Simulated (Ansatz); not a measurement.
Z-matrix (Å, degrees):
```
Zr
N 1 2.045
O 1 1.942 2 105.0
N 1 2.046 2 107.1 3 -119.1
O 1 1.937 2 113.5 3 124.3
H 2 1.011 1 124.6 3 5.0
H 2 1.011 1 126.4 3 -167.1
H 3 0.954 1 147.7 2 -125.7
H 4 1.010 1 125.7 2 27.0
H 4 1.011 1 125.4 2 -148.0
H 5 0.952 1 158.7 2 -90.9
```

The species carries charge 0 and has multiplicity 1. Zr: def2 effective core potential.

Question: List the ωB97M-V/def2-TZVPP orbital energies in eV (Ansatz 0.2.0). (Estimate.)

Answer: Computed: Occupied: -525.41, -525.39, -393.34, -393.26, -61.04, -37.75, -37.48, -37.31, -29.23, -28.96, -25.05, -24.90, -16.08, -15.83, -15.31, -15.17, -12.64, -12.52, -11.89, -11.70, -11.42, -11.24, -9.67, -9.09. Lowest empty: 0.81, 1.41, 1.44, 1.57, 2.39, 2.84, 3.11, 3.28.
